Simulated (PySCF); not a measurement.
BH₂O₃, SMILES [O]B(O)O, multiplicity 2. Atoms are numbered in the order given.

```xyz
6

O      0.0000     0.0000     1.4352
B      0.0000     0.0000     0.0553
O      0.0000    -1.2268    -0.5464
O      0.0000     1.2268    -0.5464
H      0.0000    -1.2136    -1.5076
H      0.0000     1.2136    -1.5076
```
Charge 0, spin multiplicity 2.

The structure is a stationary point at ωB97X-D3(BJ)/def2-SVP. The isomer is the one that the SMILES or the coordinates give; other isomers of the formula were not compared. The values are those of a single conformer.

Calculation: PBE/pcH-1 run with PySCF.

Unrestricted Kohn–Sham, ⟨S²⟩ = 0.752. Hyperfine tensors hold the contact and dipolar terms, without spin-orbit corrections.

**Question.** Estimate the hyperfine couplings. (An estimate is asked for; the answer gives what the named calculation found.)

**Answer.** 
| nucleus | A(iso) (MHz) | A(iso) (G) | dipolar principal values (MHz) |
|---|---|---|---|
| 17O no. 1 | -30.1 | -10.8 | -284.3, 139.5, 144.8 |
| 11B no. 2 | -27.0 | -9.6 | -9.1, -3.1, 12.2 |
| 17O no. 3 | -38.1 | -13.6 | -7.0, 2.9, 4.1 |
| 17O no. 4 | -38.1 | -13.6 | -7.0, 2.9, 4.1 |
| 1H no. 5 | 24.0 | 8.6 | -3.4, -2.4, 5.9 |
| 1H no. 6 | 24.0 | 8.6 | -3.4, -2.4, 5.9 |

**Question.** And the g tensor (effective nuclear charges for spin-orbit coupling, GIAO)? (Estimate from the structure and the level; the computed values follow.)

**Answer.** principal values 2.0024, 2.0107, 2.0292; isotropic 2.0141.
